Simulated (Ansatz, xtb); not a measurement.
**Ligand exchange: C2H3Cl + ICl → C2H3I + Cl2**

Species: C2H3Cl `C=CCl`, singlet; ICl (iodine monochloride), singlet; C2H3I (vinyl iodide) `C=CI`, singlet; Cl2 (chlorine), singlet. The partners trade Cl for I: C–Cl and Cl–I bonds give way to C–I and Cl–Cl.

Shapes, held fixed at every level: PBE0-D4/def2-TZVP. Programs: Ansatz 0.2.0, xtb 6.7.1. The zero-point and thermal change to 298 K, harmonic and unscaled (PBE0-D4/def2-TZVP), is -1.4 kJ/mol.

(1) Estimate ΔH(298 K) of this reaction.

Answers

(1) The highest level, CCSD(T)/def2-TZVPP, gives ΔH(298 K) = +80.5 kJ/mol; the levels span +80.2 to +101.9. The column of differences is taken from that level and isn't an error. No measured value is set beside it here. For atoms past krypton def2 sets carry core potentials with scalar relativity. Correlated rows may include outer-core shells of I, which these sets cover unevenly. Times are processor times on shared x86 and Arm servers, and rough.

| level | kind | ΔH(298 K) (kJ/mol) | less CCSD(T)/def2-TZVPP | CPU time (sum over the molecules) |
| --- | --- | --- | --- | --- |
| GFN2-xTB | semi-empirical | +81.8 | +1.3 | 0.23 s |
| HF/def2-SVP | Hartree–Fock | +101.9 | +21.4 | – |
| SPW92/def2-TZVPP | LDA | +85.6 | +5.1 | 7.9 s |
| PBE-D4/def2-TZVPP | GGA | +84.4 | +3.9 | 11 s |
| r2SCAN-D4/def2-TZVPP | meta-GGA | +89.1 | +8.6 | 20 s |
| wB97X-V/def2-TZVPP | range-separated hybrid | +89.6 | +9.1 | 29 s |
| MP2/def2-TZVPP | perturbation theory | +80.2 | -0.3 | – |
| CCSD(T)/def2-SVP | coupled cluster or CI | +89.7 | +9.2 | 9.2 s |
| CCSD(T)/def2-TZVPP | coupled cluster or CI | +80.5 | 0.0 | 2 min |
